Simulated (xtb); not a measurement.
ClCs (SMILES [Cl][Cs]), singlet, from a rough starting geometry (GFN-xTB shapes and energies of metal compounds can be far from the true ones); GFN2-xTB (xtb 6.7.1).

The xtb input:
```
$ xtb mol.xyz --gfn 2 --opt vtight --json

# file mol.xyz
2

Cs    -0.87935062    -0.81101855    -0.80993756
Cl     0.96370766     0.81215548     0.85537582
```

Output, abridged:

```
   ID    Z sym.   atoms
    1   55 Cs     1
    2   17 Cl     2

           -------------------------------------------------
          |                Calculation Setup                |
           -------------------------------------------------

           -------------------------------------------------
          |                 G F N 2 - x T B                 |
           -------------------------------------------------

          ...................................................
          :                      SETUP                      :
          :.................................................:
          :  # basis functions                  14          :
          :  # atomic orbitals                  13          :
          :  # shells                            5          :
          :  # electrons                         8          :
          :  max. iterations                   250          :
          :  Hamiltonian                  GFN2-xTB          :
          :  restarted?                      false          :
          :  GBSA solvation                  false          :
          :  PC potential                    false          :
          :  electronic temp.          300.0000000     K    :
          :  accuracy                    1.0000000          :
          :  -> integral cutoff          0.2500000E+02      :
          :  -> integral neglect         0.1000000E-07      :
          :  -> SCF convergence          0.1000000E-05 Eh   :
          :  -> wf. convergence          0.1000000E-03 e    :
          :  Broyden damping             0.4000000          :
          :  net charge                          0          :
          :  unpaired electrons                  0          :
          ...................................................

 iter      E             dE          RMSdq      gap      omega  full diag
   1     -4.7960717 -0.479607E+01  0.923E+00    2.08       0.0  T
   2     -4.7965874 -0.515673E-03  0.619E+00    1.63       1.0  T
   3     -4.7921711  0.441623E-02  0.237E+00    2.39       1.0  T
   4     -4.7973744 -0.520325E-02  0.529E-01    1.86       1.0  T
   5     -4.7975935 -0.219105E-03  0.116E-01    1.77       1.0  T
   6     -4.7975678  0.257057E-04  0.233E-01    1.73       1.0  T
   7     -4.7975749 -0.716220E-05  0.182E-01    1.73       1.0  T
   8     -4.7976001 -0.251309E-04  0.252E-02    1.76       2.8  T
   9     -4.7976006 -0.506546E-06  0.141E-03    1.76      50.2  T
  10     -4.7976006 -0.111006E-08  0.421E-04    1.76     168.0  T
  11     -4.7976006 -0.130028E-09  0.103E-05    1.76    6880.9  T

   *** convergence criteria satisfied after 11 iterations ***

         :::::::::::::::::::::::::::::::::::::::::::::::::::::
         ::                     SUMMARY                     ::
         :::::::::::::::::::::::::::::::::::::::::::::::::::::
         :: total energy              -4.797000765505 Eh    ::
         :: gradient norm              0.004057504088 Eh/a0 ::
         :: HOMO-LUMO gap              1.761733866791 eV    ::
         ::.................................................::
         :: SCC energy                -4.797600582310 Eh    ::
         :: -> isotropic ES            0.082580031317 Eh    ::
         :: -> anisotropic ES          0.003022683210 Eh    ::
         :: -> anisotropic XC         -0.000016831069 Eh    ::
         :: -> dispersion             -0.000557453545 Eh    ::
         :: repulsion energy           0.000599816805 Eh    ::
         :: add. restraining           0.000000000000 Eh    ::
         :: total charge               0.000000000000 e     ::
         :::::::::::::::::::::::::::::::::::::::::::::::::::::

      -----------------------------------------------------------
     |                   =====================                   |
     |                        A N C O P T                        |
     |                   =====================                   |
     |               Approximate Normal Coordinate               |
     |                Rational Function Optimizer                |
      -----------------------------------------------------------
      -----------------------------------------------------------
     |                   =====================                   |
     |                        A N C O P T                        |
     |                   =====================                   |
     |               Approximate Normal Coordinate               |
     |                Rational Function Optimizer                |
      -----------------------------------------------------------

          ...................................................
          :                      SETUP                      :
          :.................................................:
          :   optimization level         verytight          :
          :   max. optcycles                   200          :
          :   ANC micro-cycles                  20          :
          :   degrees of freedom                 1          :
          :.................................................:
          :   RF solver                   davidson          :
          :   write xtbopt.log                true          :
          :   linear (good luck)              true          :
          :   energy convergence         0.1000000E-06 Eh   :
          :   grad. convergence          0.2000000E-03 Eh/α :
          :   maxmium RF displ.          1.0000000          :
          :   Hlow (freq-cutoff)         0.1000000E-01      :
          :   Hmax (freq-cutoff)         5.0000000          :
          :   S6 in model hess.         20.0000000          :
          ...................................................

generating ANC from exact Hessian ...
Using Lindh-Hessian (1995)
 Shifting diagonal of input Hessian by    3.9381446467951740E-003
 Lowest  eigenvalues of input Hessian
    0.000000    0.000000    0.000000    0.000000    0.000000    0.010000
 Highest eigenvalues
[...]
 * total energy  :    -4.7970008 Eh     change       -0.1252332E-12 Eh
 * total energy  :    -4.7956951 Eh     change        0.1305700E-02 Eh
 * total energy  :    -4.7972380 Eh     change       -0.1542888E-02 Eh
 * total energy  :    -4.7972467 Eh     change       -0.8782526E-05 Eh
 * total energy  :    -4.7972467 Eh     change       -0.2522785E-08 Eh
   *** GEOMETRY OPTIMIZATION CONVERGED AFTER 5 ITERATIONS ***
[...]
           -------------------------------------------------

          ...................................................
          :                      SETUP                      :
          :.................................................:
          :  # basis functions                  14          :
          :  # atomic orbitals                  13          :
          :  # shells                            5          :
          :  # electrons                         8          :
          :  max. iterations                   250          :
          :  Hamiltonian                  GFN2-xTB          :
          :  restarted?                      false          :
          :  GBSA solvation                  false          :
          :  PC potential                    false          :
          :  electronic temp.          300.0000000     K    :
          :  accuracy                    1.0000000          :
          :  -> integral cutoff          0.2500000E+02      :
          :  -> integral neglect         0.1000000E-07      :
          :  -> SCF convergence          0.1000000E-05 Eh   :
          :  -> wf. convergence          0.1000000E-03 e    :
          :  Broyden damping             0.4000000          :
          :  net charge                          0          :
          :  unpaired electrons                  0          :
          ...................................................

 iter      E             dE          RMSdq      gap      omega  full diag
   1     -4.7983199 -0.479832E+01  0.850E-06    1.78       0.0  T
   2     -4.7983199 -0.204281E-13  0.692E-06    1.78   10218.8  T
   3     -4.7983199 -0.133227E-13  0.574E-06    1.78   12309.7  T

   *** convergence criteria satisfied after 3 iterations ***

         :::::::::::::::::::::::::::::::::::::::::::::::::::::
         ::                     SUMMARY                     ::
         :::::::::::::::::::::::::::::::::::::::::::::::::::::
         :: total energy              -4.797246739309 Eh    ::
         :: gradient norm              0.000000119158 Eh/a0 ::
         :: HOMO-LUMO gap              1.776473265813 eV    ::
         ::.................................................::
         :: SCC energy                -4.798319907744 Eh    ::
         :: -> isotropic ES            0.084196314272 Eh    ::
         :: -> anisotropic ES          0.002745601347 Eh    ::
         :: -> anisotropic XC         -0.000016045737 Eh    ::
         :: -> dispersion             -0.000558619745 Eh    ::
         :: repulsion energy           0.001073168435 Eh    ::
         :: add. restraining           0.000000000000 Eh    ::
         :: total charge              -0.000000000000 e     ::
         :::::::::::::::::::::::::::::::::::::::::::::::::::::

           -------------------------------------------------
          |                Property Printout                |
           -------------------------------------------------

    * Orbital Energies and Occupations

         #    Occupation            Energy/Eh            Energy/eV
      -------------------------------------------------------------
         1        2.0000           -0.9679638             -26.3396
         2        2.0000           -0.3652911              -9.9401
         3        2.0000           -0.3535537              -9.6207
         4        2.0000           -0.3535537              -9.6207 (HOMO)
         5                         -0.2882696              -7.8442 (LUMO)
         6                         -0.1376718              -3.7462
         7                         -0.1376718              -3.7462
         8                          0.0430979               1.1728
         9                          0.1288793               3.5070
        10                          0.1294699               3.5231
        11                          0.1294699               3.5231
        12                          0.1319330               3.5901
        13                          0.1319330               3.5901
      -------------------------------------------------------------
                  HL-Gap            0.0652842 Eh            1.7765 eV
             Fermi-level           -0.3207942 Eh           -8.7293 eV

     #   Z          covCN         q      C6AA      α(0)
     1  55 Cs       0.672     0.642   595.495    85.979
     2  17 Cl       0.672    -0.642   120.477    16.786

 Mol. C6AA /au·bohr⁶  :       1171.207246
 Mol. C8AA /au·bohr⁸  :     278195.727846
 Mol. α(0) /au        :        102.765150

Wiberg/Mayer (AO) data.
largest (>0.10) Wiberg bond orders for each atom

 ---------------------------------------------------------------------------
     #   Z sym  total        # sym  WBO       # sym  WBO       # sym  WBO
 ---------------------------------------------------------------------------
     1  55 Cs   0.636 --     2 Cl   0.636
     2  17 Cl   0.636 --     1 Cs   0.636
 ---------------------------------------------------------------------------

Topologies differ in total number of bonds
Writing topology from bond orders to xtbtopo.mol

molecular dipole:
                 x           y           z       tot (Debye)
 q only:       -2.172      -1.913      -1.963
   full:       -2.171      -1.912      -1.962       8.886
molecular quadrupole (traceless):
                xx          xy          yy          xz          yz          zz
 q only:       -0.260      -0.232       0.253      -0.375      -0.126       0.007
  q+dip:       -0.160       0.415       0.188       0.289       0.458      -0.028
   full:       -0.243      -0.125       0.242      -0.264      -0.029       0.001

optimized geometry written to: xtbopt.xyz

           -------------------------------------------------
          | TOTAL ENERGY               -4.797246739309 Eh   |
          | GRADIENT NORM               0.000000119158 Eh/α |
          | HOMO-LUMO GAP               1.776473265813 eV   |
           -------------------------------------------------
```
